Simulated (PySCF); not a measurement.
**Quadrupolar nuclei of `C=C(C)C#CC=O` in NMR**

Compound: C6H6O.
Structure used (GFN2-xTB), in Å, numbered top down from 1:
```
atom  x, y, z in Å
C1    -0.6699   -0.3484    1.8846
C2    -0.6824   -0.2113    0.5578
C3    -1.9017   -0.3958   -0.2933
C4     0.5052    0.1278   -0.1284
C5     1.5260    0.4184   -0.7095
C6     2.7268    0.7577   -1.3905
O7     2.8444    0.9079   -2.5798
H8     0.2309   -0.2070    2.4571
H9    -1.5611   -0.6059    2.4312
H10   -2.1154    0.5195   -0.8436
H11   -2.7620   -0.6536    0.3186
H12   -1.7322   -1.1862   -1.0231
H13    3.5871    0.8774   -0.6990
```

Computed at PBE0/pcSseg-1 (PySCF, non-relativistic):

```csv
atom,environment,nucleus,spin I,Q (b),CQ = χzz (MHz),η
O7,aldehyde oxygen,17O,5/2,-0.0256,12.890,0.507
```

Question: Give the quadrupolar product PQ = |CQ|√(1 + η²/3), the quadrupolar frequency νQ = 3|CQ|/[2I(2I − 1)] and the Larmor frequency ν0 = |g| × 7.62259 MHz/T × B at 16.45 T, with g(17O) = −0.75752.

Answer: 
| atom | PQ (MHz) | νQ (MHz) | ν0 (MHz) | νQ/ν0 |
| --- | --- | --- | --- | --- |
| O7 | 13.43 | 1.934 | 94.99 | 0.020 |

For O7: PQ = 12.89 × 1.0420, νQ = 12.89 × 0.1500, ν0 = 5.7742 MHz/T × 16.45 T.

Question: For half-integer spins with νQ below a tenth of ν0, find the second-order shift of the centre of gravity of the central transition at 16.45 and 18.8 T.

Answer: From −(3/40)(PQ/ν0)²[I(I + 1) − 3/4]/[I(2I − 1)]², which goes as 1/B² (ppm):

```
     site  16.45 T  18.8 T
17O at O7     -120   -91.9
```

Question: Take a correlation time of 8 ps, isotropic tumbling and extreme narrowing. What quadrupolar relaxation rates and linewidths follow?

Answer: Rate = (3π²/10) PQ² τc (2I + 3)/[I²(2I − 1)], the same for T1 and T2; width = rate/π.

```csv
site,spin factor (2I + 3)/[I²(2I − 1)],1/T1 (s⁻¹),T1 (ms),linewidth (Hz)
17O at O7,0.320,1370,0.731,435
```

The couplings are those of the rigid, isolated species; surroundings and motion change them. GFN2-xTB bond lengths can be off by several hundredths of an ångström, more for odd bonds, and the gradients follow them. The small basis limits the accuracy of the gradients.
